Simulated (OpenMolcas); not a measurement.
# 3d⁴ along the 22-electron sequence

```
Program             : OpenMolcas
Method              : MS-CASPT2, IPEA 0.25 Eh, imaginary shift 0.1 Eh
Basis               : ANO-RCC-VTZP
Scalar Hamiltonian  : DKH2, point nucleus
Spin-orbit coupling : state interaction with AMFI integrals over the reference wave functions, term energies averaged over their components
```

Active space for each ion: 4 electrons in 5 orbitals (3d); closed shells correlated by CASPT2: 3s 3p.

Computed levels in cm-1 above ⁵D₀:

| Level | Fe4+ | Co5+ | Ni6+ | Cu7+ |
| --- | --- | --- | --- | --- |
| ⁵D₁ | 154 | 221 | 295 | 398 |
| ⁵D₂ | 452 | 645 | 851 | 1137 |
| ⁵D₃ | 877 | 1242 | 1626 | 2150 |
| ⁵D₄ | 1411 | 1985 | 2580 | 3380 |
| ³P₀(1) | 24900 | 28750 | 30710 | 33410 |
| ³H₄ | 25770 | 29940 | 32460 | 35710 |
| ³P₁(1) | 25840 | 30090 | 32480 | 35770 |
| ³H₅ | 26120 | 30450 | 33140 | 36650 |
| ³H₆ | 26490 | 30980 | 33850 | 37590 |
| weight of ⁵D in the lowest level (%) | 100 | 100 | 99 | 99 |

Measured, with the error of the calculation in %. Measured levels: Fe4+ from Corliss and Sugar, J. Phys. Chem. Ref. Data 11, 135 (1982); Co5+ from Sugar and Corliss, J. Phys. Chem. Ref. Data 10, 1097 (1981); Ni6+ from Corliss and Sugar, J. Phys. Chem. Ref. Data 10, 197 (1981).

```json
{"Level": "⁵D₁", "Fe4+": "142 (+8.6)", "Co5+": "204 (+8.5)", "Ni6+": "279 (+5.6)"}
{"Level": "⁵D₂", "Fe4+": "417 (+8.3)", "Co5+": "589 (+9.4)", "Ni6+": "804 (+5.9)"}
{"Level": "⁵D₃", "Fe4+": "803 (+9.2)", "Co5+": "1125 (+10.4)", "Ni6+": "1520 (+7.0)"}
{"Level": "⁵D₄", "Fe4+": "1283 (+10.0)", "Co5+": "1782 (+11.4)", "Ni6+": "2392 (+7.7)"}
{"Level": "³P₀(1)", "Fe4+": "24055 (+3.5)", "Co5+": "27166 (+5.8)", "Ni6+": "30077 (+2.1)"}
{"Level": "³H₄", "Fe4+": "24932 (+3.4)", "Co5+": "28377 (+5.5)", "Ni6+": "31672 (+2.5)"}
{"Level": "³P₁(1)", "Fe4+": "24973 (+3.5)", "Co5+": "28462 (+5.7)", "Ni6+": "31836 (+2.0)"}
{"Level": "³H₅", "Fe4+": "25226 (+3.5)", "Co5+": "28806 (+5.7)", "Ni6+": "32286 (+2.6)"}
{"Level": "³H₆", "Fe4+": "25528 (+3.8)", "Co5+": "29234 (+6.0)", "Ni6+": "32877 (+3.0)"}
```

The fine-structure level ⁵D₄ changes by a factor of 2.4 from Fe4+ to Cu7+. Its fourth root runs 6.13, 6.67, 7.13, 7.62, with steps per unit of Z of 0.55, 0.45, 0.50; equal steps would mean a (Z - σ)^4 law with constant σ.

³P₀(1) changes by a factor of 1.34 over the same range, with steps per unit of Z of +3850, +1960, +2700 cm-1.

Term energies are means over components that CASPT2 splits; among the terms shown or strongly mixed into the levels shown the widest spread is 350 cm-1 (3d⁴ ³H, Fe4+). Terms from blocks run as CI alone lack orbitals of their own. Computed and measured levels are paired by configuration, term and J; levels that our copy of the source lacks, or whose pairing is in doubt (as where it misses far off the trend of its configuration), stay unpaired and out of the deviations. Only configurations of the active space appear.

A number in round brackets counts repeated terms of one configuration in the order of the reference energies.
